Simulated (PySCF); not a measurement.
A structure optimised at PBE-D3(BJ)/def2-SVP, used in a PySCF frequency run:

```
O
C 1 1.3438
O 2 1.2155 1 126.24
O 2 1.3501 3 125.58 1 180.00
H 4 0.9781 2 104.95 3 0.00
C 1 1.4305 2 114.57 3 0.00
H 6 1.1046 1 105.95 2 180.00
H 6 1.1089 7 110.26 1 -120.21
H 6 1.1089 7 110.26 8 -119.58
```
Charge 0, spin multiplicity 1.

### Question
Write its SMILES, formula and point group.

### Answer
COC(=O)O, C2H4O3, Cs

### Question
What are its rotational constants (standard atomic weights)?

### Answer
10.960, 4.3925, 3.2005 GHz
